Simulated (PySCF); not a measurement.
C5H4F3O2 (doublet state).
Numbering: `[O:1]=[C:2]([C@@H:3]1[CH2:4][CH:5][O:6]1)[C:7]([F:8])([F:9])[F:10]` (hydrogens: H11 on C3; H12, H13 on C4; H14 on C5)

Geometry (GFN2-xTB, Å), atoms numbered from 1 in this order:
```
atom  x, y, z in Å
O1    -0.2815    0.4961    2.2671
C2    -0.5027    0.1421    1.1392
C3     0.3454   -0.8426    0.3813
C4     1.5790   -0.1523   -0.2633
C5     0.9621   -0.6427   -1.5217
O6    -0.1349   -1.2105   -0.9106
C7    -1.6366    0.7963    0.3040
F8    -1.1446    1.4114   -0.7859
F9    -2.5328   -0.1009   -0.1163
F10   -2.2914    1.7162    1.0094
H11    0.5693   -1.7104    1.0090
H12    1.6400    0.9339   -0.1468
H13    2.5309   -0.5923    0.0278
H14    0.8972   -0.2449   -2.5148
```

The hyperfine couplings belong to this conformer and change with its torsions.

Theory: UKS B3LYP, pcH-1 on C F H O, non-relativistic, mean-field spin-orbit, GIAO (PySCF 2.14.0). Isolated species at its GFN2-xTB geometry (one conformer only). A GFN2-xTB geometry isn't a minimum of the functional, and hyperfine couplings can be far from their values at a DFT geometry. Stability of the SCF solution: not tested.

(1) The isotropic 13C couplings are +170.5, -21.6, +11.5, +1.6 MHz. Assign them to C2; C3; C4; C5.

(2) Match the computed a_iso(1H) values +83.6, +80.0, -24.0, +1.7 MHz with the sites H11; H12; H13; H14.

## Answers

(1) 
| site | a_iso (MHz) | ρ(0) (bohr⁻³) | position | distance from C5 (Å) | spin population | largest \|T\| (MHz) |
| --- | --- | --- | --- | --- | --- | --- |
| C2 | +11.5 | +0.0102 | 3 bonds from C5 | 3.14 | 0.00 | 1.7 |
| C3 | +1.6 | +0.0014 | 2 bonds from C5 | 2.01 | -0.01 | 3.1 |
| C4 | -21.6 | -0.0192 | 1 bond from C5 | 1.48 | -0.06 | 3.6 |
| C5 | +170.5 | +0.1517 | largest spin population | 0.00 | +0.89 | 153.3 |

(2) 
```
site  a_iso (MHz)  ρ(0) (bohr⁻³)            position  distance from C5 (Å)  bound to  spin population there  largest |T| (MHz)
 H11         +1.7        +0.0004  γ, 3 bonds from C5                  2.77        C3                  -0.01                6.5
 H12        +80.0        +0.0179  β, 2 bonds from C5                  2.20        C4                  -0.06                7.4
 H13        +83.6        +0.0187  β, 2 bonds from C5                  2.21        C4                  -0.06                9.7
 H14        -24.0        -0.0054   α, 1 bond from C5                  1.07        C5                  +0.89               37.1
```

ρ(0) is the spin density at the nucleus and T the dipolar tensor; entries for several nuclei are means. The largest Mulliken spin populations are on C5 (+0.89), O6 (+0.13) and C4 (-0.06). No atom but C5 exceeds +0.15. The angles at C5 add up to 349.7°, so it is slightly pyramidal.

Means are taken over nuclei equivalent by connectivity, which assumes that they swap fast.
